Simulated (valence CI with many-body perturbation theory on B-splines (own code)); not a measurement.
## Forbidden lines of Tm XXI

Computed by relativistic CI+MBPT: three valence electrons over a frozen Dirac-Fock core [Kr] 4d10, a basis of 7 s, 7 p, 7 d, 7 f, 4 g, 2 h functions for each j, with the one-electron correlation potential Σ1 (screened to all orders), the two-electron term Σ2, the three-electron term Σ3, Breit, model QED; selected single and double excitations, second order for the rest, scaled by the run's own slope (own B-spline code, finite nucleus).

No measured spectrum was set against this ion. As an estimate, terms of the open shell hold to a few per cent of their energy, and close levels can change places. The list stops below the first excitations out of the core.

Lines 1 to 50 of 120 in falling wavelength, among levels below 138.32 eV, chosen from the decays that carry over 1 % of a level's rate. Wavelengths and rates use the calculated energies, so an error of 2000 cm⁻¹ moves a line at 2888 nm by 58 % and its rate by three times that or more. Weak lines are less certain than strong ones. Lines between different terms over intervals too small for the method are left out, as are lines whose strength nearly cancels. Where a level lies close to another of its J and parity, the split of strength between their lines is uncertain.

Levels are named by their leading jj configuration (3d3/2^4 stands for four electrons in 3d with j = 3/2), which in mixed levels can hold well under half, so a name can repeat and another be missing. Letters in brackets count levels of one name in rising energy.

```tsv
λ vac (nm)	Upper	Lower	Type	A (s⁻¹)	Branch %
2888	(4f5/2^2 4f7/2) J=3/2 [a]	(4f5/2^2 4f7/2) J=5/2 [a]	M1	1.56e-01	1.7
2677	(4f5/2^2 4f7/2) J=7/2 [a]	(4f5/2^2 4f7/2) J=5/2 [a]	M1	1.30e+00	14.6
2591	(4f5/2^2 4f7/2) J=7/2 [b]	(4f5/2^3) J=5/2	M1	1.13e+00	2.8
2305	(4f5/2 4f7/2^2) J=17/2	(4f5/2 4f7/2^2) J=15/2 [b]	M1	7.92e-01	1.5
2181	(4f5/2^3) J=5/2	(4f5/2^2 4f7/2) J=7/2 [a]	M1	3.90e-01	9.5
2128	(4f5/2^2 4f7/2) J=1/2	(4f5/2 4f7/2^2) J=3/2 [a]	M1	9.37e-01	1.3
1768	(4f5/2^2 4f7/2) J=3/2 [b]	(4f5/2 4f7/2^2) J=5/2 [a]	M1	1.45e+00	5.1
1604	(4f5/2 4f7/2^2) J=1/2	(4f5/2^2 4f7/2) J=3/2 [b]	M1	1.05e+01	26.4
1421	(4f5/2^2 4f7/2) J=7/2 [a]	(4f5/2^2 4f7/2) J=9/2	M1	3.05e+00	34.5
1418	(4f5/2^2 4f7/2) J=5/2 [a]	(4f5/2^3) J=3/2	M1	1.18e+01	100.0
1318	(4f5/2 4f7/2^2) J=9/2 [a]	(4f5/2^2 4f7/2) J=7/2 [a]	M1	6.43e+00	7.7
1286	(4f5/2 4f7/2^2) J=13/2 [b]	(4f5/2^2 4f7/2) J=11/2 [b]	M1	4.13e+00	6.0
1281	(4f7/2^3) J=11/2 [a]	(4f5/2 4f7/2^2) J=9/2 [b]	M1	1.06e+01	26.4
1202	(4f5/2^3) J=5/2	(4f5/2^2 4f7/2) J=5/2 [a]	M1	4.51e-01	11.0
1184	(4f5/2^2 4f7/2) J=7/2 [b]	(4f5/2^2 4f7/2) J=7/2 [a]	M1	3.68e+00	9.1
1166	(4f5/2^2 4f7/2) J=15/2	(4f5/2^2 4f7/2) J=13/2	M1	6.19e+00	4.3
1115	(4f5/2^2 4f7/2) J=11/2 [b]	(4f7/2^3) J=11/2 [a]	M1	3.95e+00	5.2
1090	(4f5/2 4f7/2^2) J=9/2 [b]	(4f5/2 4f7/2^2) J=11/2	M1	8.25e-01	1.0
1073	(4f5/2 4f7/2^2) J=15/2 [a]	(4f5/2 4f7/2^2) J=13/2 [a]	M1	2.48e+01	100.0
1041	(4f5/2 4f7/2^2) J=5/2 [a]	(4f5/2 4f7/2^2) J=3/2 [a]	M1	2.43e+00	2.6
996.1	(4f5/2 4f7/2^2) J=13/2 [a]	(4f5/2^2 4f7/2) J=11/2 [a]	M1	4.65e+01	100.0
959.5	(4f5/2 4f7/2^2) J=9/2 [b]	(4f5/2^2 4f7/2) J=7/2 [b]	M1	3.15e+01	39.1
951.0	(4f5/2^2 4f7/2) J=3/2 [a]	(4f5/2^3) J=3/2	M1	8.90e+00	98.3
946.3	(4f5/2^2 4f7/2) J=3/2 [b]	(4f5/2^2 4f7/2) J=1/2	M1	3.24e+00	11.5
927.3	(4f5/2^2 4f7/2) J=11/2 [a]	(4f5/2^3) J=9/2	M1	4.96e+01	100.0
886.6	(4f5/2 4f7/2^2) J=9/2 [b]	(4f5/2 4f7/2^2) J=9/2 [a]	M1	3.26e+00	4.0
840.8	(4f5/2 4f7/2^2) J=7/2 [a]	(4f5/2^3) J=5/2	M1	3.17e+01	40.0
820.9	(4f5/2^2 4f7/2) J=7/2 [b]	(4f5/2^2 4f7/2) J=5/2 [a]	M1	2.19e+01	54.2
814.2	(4f7/2^3) J=3/2	(4f5/2 4f7/2^2) J=5/2 [a]	M1	1.16e+01	4.8
810.7	(4f7/2^3) J=9/2	(4f5/2 4f7/2^2) J=7/2 [a]	M1	2.47e+01	14.5
789.4	(4f5/2 4f7/2^2) J=7/2 [b]	(4f5/2^2 4f7/2) J=5/2 [b]	M1	2.81e+01	59.2
684.0	(4f5/2^2 4f7/2) J=5/2 [b]	(4f5/2 4f7/2^2) J=3/2 [a]	M1	1.94e+01	21.2
683.7	(4f5/2 4f7/2^2) J=9/2 [a]	(4f5/2^2 4f7/2) J=9/2	M1	4.25e+01	50.8
655.1	(4f5/2^2 4f7/2) J=3/2 [b]	(4f5/2 4f7/2^2) J=3/2 [a]	M1	5.56e-01	2.0
650.4	(4f5/2^3) J=5/2	(4f5/2^3) J=3/2	M1	2.82e+00	68.9
645.8	(4f5/2^2 4f7/2) J=7/2 [b]	(4f5/2^2 4f7/2) J=9/2	M1	6.55e+00	16.2
617.5	(4f5/2^2 4f7/2) J=5/2 [b]	(4f5/2 4f7/2^2) J=7/2 [a]	M1	1.47e+00	1.6
606.8	(4f5/2 4f7/2^2) J=7/2 [a]	(4f5/2^2 4f7/2) J=7/2 [a]	M1	2.22e+01	28.1
597.8	(4f5/2 4f7/2^2) J=11/2	(4f5/2^2 4f7/2) J=9/2	M1	4.01e+01	36.8
597.3	(4f5/2 4f7/2^2) J=13/2 [b]	(4f7/2^3) J=11/2 [a]	M1	1.50e+00	2.2
596.4	(4f5/2^2 4f7/2) J=11/2 [b]	(4f5/2 4f7/2^2) J=9/2 [b]	M1	1.22e+01	16.0
595.2	(4f5/2 4f7/2^2) J=1/2	(4f5/2^2 4f7/2) J=1/2	M1	7.68e+00	19.3
588.9	(4f7/2^3) J=11/2 [a]	(4f5/2 4f7/2^2) J=11/2	M1	1.37e+01	34.1
581.6	(4f7/2^3) J=3/2	(4f5/2^2 4f7/2) J=1/2	M1	3.31e+01	13.8
565.7	(4f5/2 4f7/2^2) J=7/2 [b]	(4f5/2 4f7/2^2) J=5/2 [a]	M1	7.92e+00	16.7
545.7	(4f5/2 4f7/2^2) J=3/2 [a]	(4f5/2^2 4f7/2) J=3/2 [a]	M1	8.05e+01	50.4
530.0	(4f5/2 4f7/2^2) J=9/2 [b]	(4f5/2^2 4f7/2) J=7/2 [a]	M1	3.26e+00	4.0
524.0	(4f7/2^3) J=11/2 [a]	(4f5/2 4f7/2^2) J=9/2 [a]	M1	7.88e-01	2.0
522.9	(4f7/2^3) J=9/2	(4f5/2 4f7/2^2) J=11/2	M1	1.84e+01	10.8
520.3	(4f5/2 4f7/2^2) J=5/2 [a]	(4f5/2^2 4f7/2) J=7/2 [b]	M1	1.09e+01	11.8
```
